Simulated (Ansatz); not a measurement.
Consider the redistribution: `[CH3][SnH2][SiH2]F` + `[OH][W]([OH])([OH])([Cl])([Cl])[Cl]` → `[CH3][SnH2][SiH2]O` + `[OH][W]([OH])([F])([Cl])([Cl])[Cl]`.

Computed with Ansatz on PBE0-D4/def2-TZVP structures; ΔE is electronic, products minus reactants. CCSD(T)/CBS is the MP2 limit (def2-TZVPP, def2-QZVPP) plus CCSD(T) − MP2 in def2-TZVPP, frozen cores. DFT in def2-TZVPP. Elements past krypton have def2 core potentials. For Sn, W outer-core shells are correlated without core-valence functions, which leaves a few kJ/mol of doubt a bond. One conformer a species, not always the lowest.

`[CH3][SnH2][SiH2]F`:

Z-matrix (Å, degrees):
```
C
Sn 1 2.144
H 1 1.090 2 109.7
H 1 1.090 2 109.8 3 -120.0
H 1 1.090 2 109.9 3 120.0
Si 2 2.570 1 110.8 3 178.9
H 2 1.713 1 109.4 3 -60.9
H 2 1.711 1 109.5 3 57.1
F 6 1.610 2 108.9 1 -57.7
H 6 1.487 2 112.8 1 -177.0
H 6 1.488 2 111.7 1 60.5
```

`[OH][W]([OH])([OH])([Cl])([Cl])[Cl]`:

```xyz
10

O     0.434    1.300    1.353
W     0.097   -0.044    0.113
O     1.463    0.329   -1.086
O    -1.385   -0.812    0.923
Cl   -0.542   -1.534   -1.640
Cl   -1.268    1.599   -0.890
Cl    1.483   -1.459    1.274
H     0.069    2.190    1.343
H     1.603   -0.072   -1.948
H    -1.953   -1.497    0.559
```

`[CH3][SnH2][SiH2]O`:

```xyz
12

C     0.555    1.252   -1.643
Sn    0.752    0.649    0.408
Si   -0.486   -1.560    0.880
O    -2.127   -1.393    0.733
H     1.010    0.505   -2.293
H    -0.499    1.351   -1.900
H     1.052    2.210   -1.797
H     0.110    1.894    1.402
H     2.417    0.508    0.789
H    -0.111   -2.591   -0.121
H    -0.116   -2.066    2.234
H    -2.558   -0.759    1.308
```

`[OH][W]([OH])([F])([Cl])([Cl])[Cl]`:

Cartesian coordinates in Å:
```
O 1.665 -0.056 -0.052
W -0.198 -0.195 0.042
O -0.424 1.137 -1.200
F 0.161 -1.348 1.467
Cl -2.429 -0.667 0.368
Cl -0.363 1.478 1.660
Cl -0.181 -1.857 -1.542
H 2.254 -0.586 0.497
H -0.486 2.094 -1.240
```

```csv
level,ΔE (kJ/mol)
B2PLYP,30.2
PBE0,26.8
HF/def2-TZVPP,30.6
MP2/CBS(def2),40.3
```

Question: What does CCSD(T)/CBS give? (Estimate.)

Answer: Computed: +37.1 kJ/mol. The listed levels differ from it by -6.9, -10.3, -6.5, 3.2 kJ/mol.

Largest T1 diagnostic among the species: 0.022, so the coupled-cluster value is less sure than usual.

From PBE to PBE0 (25 % exact exchange), in def2-TZVPP and without D4, ΔE moves by +3.5 kJ/mol. In def2-TZVPP, CCSD(T) changes the Hartree–Fock value by +3.6 kJ/mol (the triples alone add −0.2 kJ/mol) and MP2 by +6.8 kJ/mol.
